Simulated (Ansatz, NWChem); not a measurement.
Worked example: vertical ionisation energy of CsCl (SMILES [Cl][Cs])

CsCl: 2 atoms, total charge 0, spin state singlet. SMILES: `[Cl][Cs]`. Geometry: the measured bond length.

```xyz
2

Cl    0.0000    0.0000    0.0000
Cs    0.0000    0.0000    2.9063
```

Both states at this one shape; open shells run unrestricted unless said. 1 Eh = 27.2114 eV.

| level | program | singlet CsCl (Eh) | doublet CsCl+ (Eh) |
| --- | --- | --- | --- |
| BP86/LANL2DZ (core potential) | NWChem | -34.944101 | -34.651761 |
| BP86/jorge-TZP | NWChem | -8009.350984 | -8009.034927 |
| RPA@PBE0/def2-TZVPP (core potential), 5 core orbitals frozen | Ansatz | -479.944525 | -479.638401 |

Task: Work out the vertical ionisation energy at each level.

Result: 
1. BP86/LANL2DZ (core potential): -34.651761 − (-34.944101) = 0.292340 Eh = 7.95 eV.
2. BP86/jorge-TZP: -8009.034927 − (-8009.350984) = 0.316057 Eh = 8.60 eV.
3. RPA@PBE0/def2-TZVPP (core potential): -479.638401 − (-479.944525) = 0.306124 Eh = 8.33 eV.

No measured value is set beside it here; the levels span 7.95 to 8.60 eV. All-electron rows are non-relativistic unless named.
